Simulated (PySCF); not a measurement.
C₃H₁₂O₂Si₃.
Cartesian coordinates in Å at the PBE0-D3(BJ)/def2-SVP level; atoms count from 1:
```xyz
20
C3H12O2Si3 angstrom
C     -1.4791   -1.8870    0.7176
C     -1.5843   -0.7280    0.0526
C     -2.8183    0.1263    0.0920
Si    -0.1393   -0.1409   -0.9710
O      1.1868   -1.0829   -0.6763
Si     2.5759   -1.3172    0.1960
O      0.1622    1.4360   -0.5667
Si     1.2060    2.6377   -0.1145
H     -0.5711   -2.4963    0.6738
H     -2.3008   -2.2733    1.3338
H     -3.2558    0.2401   -0.9147
H     -3.5902   -0.2991    0.7514
H     -2.5804    1.1438    0.4427
H     -0.4101   -0.1911   -2.4324
H      2.2505   -1.6239    1.6213
H      3.3197   -2.4615   -0.4014
H      3.4263   -0.0893    0.1459
H      2.2428    2.8581   -1.1672
H      0.4235    3.8912    0.0807
H      1.8884    2.2776    1.1652
```

The closed-shell ground state was solved at several levels (PySCF, density fitting, gas phase, non-relativistic).

| level | basis functions | HOMO (eV) | LUMO (eV) | gap (eV) | dipole (D) |
| --- | --- | --- | --- | --- | --- |
| PBE0/pcSseg-1 | 217 | -7.65 | -0.32 | 7.33 | 0.69 |
| CAM-B3LYP/pcSseg-1 | 217 | -8.94 | 0.85 | 9.79 | 0.67 |

**Question.** What might B3LYP/def2-SVPD (274 basis functions) give for the same quantities?

**Answer.** HOMO -7.45 eV, LUMO -0.66 eV, gap 6.79 eV, dipole 0.66 D.

**Question.** Over all these levels, which gives the widest orbital gap and which the narrowest?

**Answer.** CAM-B3LYP/pcSseg-1 (range-separated hybrid) has the widest, 9.79 eV, and B3LYP/def2-SVPD (global hybrid, 20 % exact exchange) the narrowest, 6.79 eV. Functional and basis both differ between the two, so the spread mixes both effects.

**Question.** How far do the dipole and the HOMO energy spread over the levels?

**Answer.** The dipole runs from 0.66 to 0.69 D (mean 0.68 D) and the HOMO from -8.94 to -7.45 eV.

One conformer stands for the species.
